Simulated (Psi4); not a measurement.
H₂Cl₂Si, charge +1, doublet, at a GFN2-xTB geometry (a state made from the parent by changing its charge; the spin is typed, not shown lowest), with bond 3-1 at 2.0 times its length; M06-2X/STO-3G in Psi4.

The Psi4 input:
```
memory 2 GB

molecule mol {
1 2
  Si   -0.025752   -0.649818    0.028474
  Cl    1.719951    0.296960    0.031048
  Cl   -3.356687    1.505880   -0.154108
  H    -0.093101   -1.563016    1.200824
  H    -0.034800   -1.664367   -1.059403
}

set basis sto-3g
set reference uks
set e_convergence 1e-10

energy('m06-2x')
print_variables()
```

The log (banner, timings and long lists left out):

```
   => Loading Basis Set <=

    Name: STO-3G
    Role: ORBITAL
    Keyword: BASIS

         ---------------------------------------------------------
                                   SCF
               by Justin Turney, Rob Parrish, Andy Simmonett
                          and Daniel G. A. Smith
                              UKS Reference
         ---------------------------------------------------------

  ==> Geometry <==

    Molecular point group: c1
    Full point group: C1

    Geometry (in Angstrom), charge = 1, multiplicity = 2:

       Center              X                  Y                   Z               Mass
    ------------   -----------------  -----------------  -----------------  -----------------
         SI           0.555494670817    -1.066215289479     0.062138714188    27.976926534650
         CL           2.301197670817    -0.119437289479     0.064712714188    34.968852682000
         CL          -2.775440329183     1.089482710521    -0.120443285812    34.968852682000
         H            0.488145670817    -1.979413289479     1.234488714188     1.007825032230
         H            0.546446670817    -2.080764289479    -1.025738285812     1.007825032230

  Running in c1 symmetry.

  Rotational constants: A =      0.39784  B =      0.03309  C =      0.03084 [cm^-1]
  Rotational constants: A =  11927.03408  B =    992.08928  C =    924.55444 [MHz]
  Nuclear repulsion =  144.769128105684644

  Charge       = 1
  Multiplicity = 2
  Electrons    = 49
  Nalpha       = 25
  Nbeta        = 24

  ==> Algorithm <==

  SCF Algorithm Type is DF.
  DIIS enabled.
  MOM disabled.
  Fractional occupation disabled.
  Guess Type is SAD.
  Energy threshold   = 1.00e-10
  Density threshold  = 1.00e-06
  Integral threshold = 1.00e-12

  ==> Primary Basis <==

  Basis Set: STO-3G
    Blend: STO-3G
    Number of shells: 17
    Number of basis functions: 29
    Number of Cartesian functions: 29
    Spherical Harmonics?: true
    Max angular momentum: 1

  ==> DFT Potential <==

   => LibXC <=

    Version 7.1.2
    S. Lehtola, C. Steigemann, M. J. T. Oliveira, and M. A. L. Marques,  SoftwareX 7, 1–5 (2018) (10.1016/j.softx.2017.11.002)

   => Composite Functional: M06-2X <=

    Hybrid M06-2X Meta-GGA XC Functional  (10.1007/s00214-007-0310-x)
    Y. Zhao and D. G. Truhlar,  Theor. Chem. Acc., 120, 215, 2008

    Deriv               =              1
    GGA                 =           TRUE
    Meta                =           TRUE

[...]
      Ntotal   =   49.0000218303 ; deviation = 2.183e-05

   @Spin Contamination Metric:   2.371924493E-03
   @S^2 Expected:                7.500000000E-01
   @S^2 Observed:                7.523719245E-01
   @S   Expected:                5.000000000E-01
   @S   Observed:                5.000000000E-01

    Orbital Energies [Eh]
    ---------------------

    Alpha Occupied:

[...]
      25A     -0.502844

    Alpha Virtual:

[...]
      29A      0.104888

    Beta Occupied:

[...]
    Beta Virtual:

[...]
    Final Occupation by Irrep:
              A
    DOCC [    24 ]
    SOCC [     1 ]
    NA   [    25 ]
    NB   [    24 ]

  @DF-UKS Final Energy: -1197.38647592261282

   => Energetics <=

    Nuclear Repulsion Energy =            144.7691281056846435
    One-Electron Energy =               -1933.9875001915979738
    Two-Electron Energy =                 628.4996790951411185
    DFT Exchange-Correlation Energy =     -36.6677829318406054
    Empirical Dispersion Energy =           0.0000000000000000
    VV10 Nonlocal Energy =                  0.0000000000000000
    Total Energy =                      -1197.3864759226128172

  UHF NO Occupations:
  HONO-2 :   23  A 1.9999999
  HONO-1 :   24  A 1.9988135
  HONO-0 :   25  A 1.0000000
  LUNO+0 :   26  A 0.0011865
  LUNO+1 :   27  A 0.0000001
  LUNO+2 :   28  A 0.0000000
  LUNO+3 :   29  A 0.0000000

Computation Completed

Properties will be evaluated at   0.000000,   0.000000,   0.000000 [a0]

Properties computed using the SCF density matrix

 Multipole Moments:

 ------------------------------------------------------------------------------------
     Multipole            Electronic (a.u.)      Nuclear  (a.u.)        Total (a.u.)
 ------------------------------------------------------------------------------------

 L = 1.  Multiply by 2.5417464519 to convert [e a0] to [Debye]
 Dipole X            :         -0.8131485            1.4161467            0.6029981
 Dipole Y            :          2.9244909           -4.7175491           -1.7930582
 Dipole Z            :         -0.1521127            0.2480695            0.0959568
 Magnitude           :                                                    1.8941680

 ------------------------------------------------------------------------------------

  Variable Map:
  ----------------------------------------------------------------------------
[...]
  Array Variable Map:
  ----------------------------------------------------------------------------
[...]
[...]
```
